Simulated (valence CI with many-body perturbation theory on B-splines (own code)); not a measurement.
## Sensitivity of CI+MBPT for K XIII

Computed by valence CI with perturbative core correlation (CI+MBPT): five valence electrons over a frozen Dirac-Fock core [He], a basis of 6 s, 6 p, 5 d, 3 f, 1 g functions for each j, with the one-electron correlation potential Σ1, the two-electron term Σ2, the three-electron term Σ3, Breit, model QED; selected CI, second order for the rest, scaled by the run's own slope (own B-spline code, finite nucleus).

No measured spectrum was set against this ion. As an estimate, levels of excited configurations hold to 0.05 to 0.15 % of their energy, terms of the ground configuration to about 0.5 %. Among the levels kept, up to 2400 cm⁻¹ of a level comes from second order outside the variational space, and about a tenth of that is noise between levels of different J, which matters for small intervals.

The reference run has the lowest level 2s2 2p3 4S°_3/2 and an ionisation energy of 714.300 eV. Its largest variational space holds 12130 state functions.

Changed runs:
A. scale of Σ1 1 → 0
B. scale of Σ1 1 → 0; scale of Σ2 1 → 0; three-electron term on → off
C. selection threshold (hartree) 2e-08 → 2e-07; highest l with Σ1, explicit Σ2 and valence Breit (higher l get mean screening factors) 3 → 2
D. start configuration 2s2 2p3 → 2s2 2p4 (bad on purpose)

Excitation energies of the reference run in cm⁻¹, and shifts in cm⁻¹:

```csv
Level,Reference,A,B,C
2s2 2p3 2D°_3/2,101128,-17,-96,+19
2s2 2p3 2D°_5/2,106261,-43,-93,+19
2s2 2p3 2P°_1/2,161337,-24,-367,+19
2s2 2p3 2P°_3/2,168750,-56,-374,+16
2s 2p4 4P_5/2,480743,+1108,+1895,+8.3
2s 2p4 4P_3/2,496480,+1071,+1853,+7.3
2s 2p4 4P_1/2,503967,+1056,+1837,+8.7
2s 2p4 2D_3/2,662595,+1060,+2671,+24
2s 2p4 2D_5/2,663678,+1054,+2653,+24
2s 2p4 2S_1/2,770899,+1039,+2618,+23
2s 2p4 2P_3/2,802572,+1085,+4879,+26
2s 2p4 2P_1/2,823728,+1027,+4639,+25
Ionisation energy (eV),714.300,-0.236,-0.171,-0.0012
```

Run D: It gave no result: the electrons of core and valence do not add up to the charge. The program said: "core and valence hold 8 electrons, the ion has 7".
